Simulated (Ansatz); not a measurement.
Isolated molecules relaxed with PBE0-D4/def2-TZVP in Ansatz; ΔE leaves out vibrations. CCSD(T)/CBS is the MP2 limit (def2-TZVPP, def2-QZVPP) plus CCSD(T) − MP2 in def2-TZVPP, frozen cores. This one scheme is used for every species. DFT in def2-TZVPP. HSE06 is defined as in plane-wave codes. Elements past krypton have def2 core potentials. For I, In outer-core shells are correlated without core-valence functions, which leaves a few kJ/mol of doubt a bond. Each species was taken in one conformer, which may not be the lowest.

`F[CH2][InH][I]` + H₂ → `[InH2][I]` + fluoromethane  (hydrogenolysis of the In–C bond)

`F[CH2][InH][I]`:

Z-matrix (Å, degrees):
```
C
In 1 2.168
F 1 1.385 2 112.1
H 1 1.094 2 109.4 3 -120.8
H 1 1.094 2 109.4 3 120.8
I 2 2.684 1 109.4 3 180.0
H 2 1.707 1 135.0 3 -0.0
```

H₂:

```xyz
2

H    -0.150    0.268    0.212
H     0.150   -0.268   -0.212
```

`[InH2][I]`:

Cartesian coordinates in Å:
```
In 0.183 -0.249 0.094
I -1.331 1.812 -0.686
H 1.758 -0.239 -0.567
H -0.610 -1.324 1.159
```

`CF`:

Z-matrix (Å, degrees):
```
C
F 1 1.376
H 1 1.092 2 109.1
H 1 1.092 2 109.1 3 -120.0
H 1 1.092 2 109.1 3 120.0
```

Q: Is it downhill or uphill in electronic energy at CCSD(T)/CBS, and by how much? (Estimate.)

A: The calculation gave: Downhill: ΔE = -50.2 kJ/mol.

Q: What do these levels give: LDA (SPW92), ωB97M-V, BLYP, PBE0, r2SCAN0, HSE06, LC-ωPBE, RPA@PBE/def2-TZVPP, SCS-MP2/def2-TZVPP, HF/def2-QZVPP, SCS-MP2/def2-QZVPP, HF/CBS(def2)? (Best estimate.)

A: The calculation gave: LDA (SPW92) -49.1, ωB97M-V -54.5, BLYP -51.8, PBE0 -58.4, r2SCAN0 -58.6, HSE06 -58.1, LC-ωPBE -61.7, RPA@PBE/def2-TZVPP -53.5, SCS-MP2/def2-TZVPP -53.9, HF/def2-QZVPP -86.2, SCS-MP2/def2-QZVPP -52.3, HF/CBS(def2) -86.2 kJ/mol.

Largest T1 diagnostic among the species: 0.012.

From r2SCAN to r2SCAN0 (25 % exact exchange), in def2-TZVPP and without D4, ΔE moves by −7.9 kJ/mol. In def2-TZVPP, CCSD(T) changes the Hartree–Fock value by +32.4 kJ/mol (the triples alone add +6.0 kJ/mol) and MP2 by +38.6 kJ/mol.
